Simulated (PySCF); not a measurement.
H9NSi3, charge +1, doublet, geometry from GFN2-xTB (a state made from the parent by changing its charge; the spin is typed, not shown lowest), with bond 12-4 at 1.5 times its length; PBE0/6-31G (PySCF).

PySCF was given this input:
```python
from pyscf import gto, scf, dft

mol = gto.M(
    atom='''
Si    0.271109    1.684408    0.471366
N    -0.009440   -0.003682   -0.005913
Si   -1.641802   -0.539153   -0.459355
Si    1.342234   -1.156536   -0.030149
H    -1.014504    2.364339    0.411211
H     0.857386    1.564533    1.810033
H     1.268925    2.144195   -0.500486
H    -1.991107    0.352182   -1.570486
H    -1.548433   -1.951545   -0.799185
H    -2.439167   -0.231635    0.732508
H     0.904305   -2.203464    0.899247
H     1.344166   -1.892201   -2.103070
H     2.534140   -0.425295    0.374025
''',
    basis='6-31g',
    charge=1,
    spin=1,
    verbose=4,
)

mf = dft.UKS(mol)
mf.xc = 'pbe0'
mf.kernel()
mo_i, mo_e, stable_i, stable_e = mf.stability(internal=True, external=False, return_status=True, nroots=6, tol=1e-6)
print('internally stable:', stable_i, ' externally stable:', stable_e)
if not stable_i:
    umf = mf.copy()
    umf.scf_summary = {}
    umf.kernel(umf.make_rdm1(mo_i, mf.mo_occ))
```

It wrote (shortened):

```
PySCF version 2.14.0

[INPUT] verbose = 4
[INPUT] num. atoms = 13
[INPUT] num. electrons = 57
[INPUT] charge = 1
[INPUT] spin (= nelec alpha-beta = 2S) = 1
[INPUT] symmetry False subgroup None
[INPUT] Mole.unit = angstrom
[INPUT] Symbol           X                Y                Z      unit          X                Y                Z       unit  Magmom
[INPUT]  1 Si     0.271109000000   1.684408000000   0.471366000000 AA    0.512321759905   3.183069802026   0.890752644432 Bohr   0.0
[INPUT]  2 N     -0.009440000000  -0.003682000000  -0.005913000000 AA   -0.017839014616  -0.006957971591  -0.011173950575 Bohr   0.0
[INPUT]  3 Si    -1.641802000000  -0.539153000000  -0.459355000000 AA   -3.102556130763  -1.018851509238  -0.868055143950 Bohr   0.0
[INPUT]  4 Si     1.342234000000  -1.156536000000  -0.030149000000 AA    2.536454655079  -2.185536293200  -0.056973352930 Bohr   0.0
[INPUT]  5 H     -1.014504000000   2.364339000000   0.411211000000 AA   -1.917134712276   4.467953175628   0.777076169409 Bohr   0.0
[INPUT]  6 H      0.857386000000   1.564533000000   1.810033000000 AA    1.620224723036   2.956538882844   3.420466646425 Bohr   0.0
[INPUT]  7 H      1.268925000000   2.144195000000  -0.500486000000 AA    2.397920722614   4.051941307662  -0.945781469179 Bohr   0.0
[INPUT]  8 H     -1.991107000000   0.352182000000  -1.570486000000 AA   -3.762646914704   0.665527526002  -2.967788422464 Bohr   0.0
[INPUT]  9 H     -1.548433000000  -1.951545000000  -0.799185000000 AA   -2.926114292239  -3.687885569764  -1.510240772861 Bohr   0.0
[INPUT] 10 H     -2.439167000000  -0.231635000000   0.732508000000 AA   -4.609357602077  -0.437726710864   1.384239504053 Bohr   0.0
[INPUT] 11 H      0.904305000000  -2.203464000000   0.899247000000 AA    1.708888783075  -4.163943485339   1.699330548337 Bohr   0.0
[INPUT] 12 H      1.344166000000  -1.892201000000  -2.103070000000 AA    2.540105605952  -3.575741662628  -3.974226320789 Bohr   0.0
[INPUT] 13 H      2.534140000000  -0.425295000000   0.374025000000 AA    4.788830561305  -0.803691072147   0.706804813740 Bohr   0.0

nuclear repulsion = 287.154517337249
number of shells = 44
number of NR pGTOs = 196
number of NR cGTOs = 66
basis = 6-31g
ecp = {}

******** <class 'pyscf.dft.uks.UKS'> ********
method = UKS
initial guess = minao
damping factor = 0
level_shift factor = 0
DIIS = <class 'pyscf.scf.diis.CDIIS'>
diis_start_cycle = 1
diis_space = 8
diis_damp = 0
SCF conv_tol = 1e-09
SCF conv_tol_grad = None
SCF max_cycles = 50
direct_scf = True
direct_scf_tol = 1e-13
number electrons alpha = 29  beta = 28
XC library pyscf.dft.libxc version 7.1.2
    S. Lehtola, C. Steigemann, M. J. T. Oliveira, and M. A. L. Marques,  SoftwareX 7, 1–5 (2018)
XC functionals = pbe0
    C. Adamo and V. Barone,  J. Chem. Phys. 110, 6158 (1999)
    M. Ernzerhof and G. E. Scuseria,  J. Chem. Phys. 110, 5029 (1999)
radial grids:
    Treutler-Ahlrichs [JCP 102, 346 (1995); DOI:10.1063/1.469408] (M4) radial grids

becke partition: Becke, JCP 88, 2547 (1988); DOI:10.1063/1.454033
pruning grids: <function nwchem_prune>
grids dens level: 3
symmetrized grids: False
atomic radii adjust function: <function treutler_atomic_radii_adjust>
small_rho_cutoff = 0
Set gradient conv threshold to 3.16228e-05
tot grids = 159720
init E= -927.907551827736

cycle= 1 E= -927.599219733382  delta_E= 0.308  |g|= 0.266  |ddm|= 2.17
cycle= 2 E= -927.485886474094  delta_E= 0.113  |g|= 0.548  |ddm|= 0.88
cycle= 3 E= -927.661288557501  delta_E= -0.175  |g|= 0.0572  |ddm|= 0.569
cycle= 4 E= -927.664581391369  delta_E= -0.00329  |g|= 0.0412  |ddm|= 0.141
cycle= 5 E= -927.665921433916  delta_E= -0.00134  |g|= 0.0157  |ddm|= 0.0663
cycle= 6 E= -927.666182070259  delta_E= -0.000261  |g|= 0.00473  |ddm|= 0.0359
cycle= 7 E= -927.666210636074  delta_E= -2.86e-05  |g|= 0.000812  |ddm|= 0.0156
cycle= 8 E= -927.666211450741  delta_E= -8.15e-07  |g|= 0.000348  |ddm|= 0.00192
cycle= 9 E= -927.66621165  delta_E= -1.99e-07  |g|= 0.0002  |ddm|= 0.000991
cycle= 10 E= -927.66621173414  delta_E= -8.41e-08  |g|= 7.64e-05  |ddm|= 0.00059
cycle= 11 E= -927.666211767842  delta_E= -3.37e-08  |g|= 4.64e-05  |ddm|= 0.000479
cycle= 12 E= -927.666211779465  delta_E= -1.16e-08  |g|= 1.18e-05  |ddm|= 0.00037
cycle= 13 E= -927.666211780315  delta_E= -8.5e-10  |g|= 4.01e-06  |ddm|= 0.000103
Extra cycle  E= -927.666211780338  delta_E= -2.27e-11  |g|= 4.16e-06  |ddm|= 1.44e-05
converged SCF energy = -927.666211780338  <S^2> = 0.80802261  2S+1 = 2.0572045
uhf_internal: lowest eigs of H = [0.11499252 0.22843844 0.22980881 0.24583228 0.27032257 0.27156217]
<class 'pyscf.dft.uks.UKS'> wavefunction is stable in the internal stability analysis
internally stable: True  externally stable: None
```
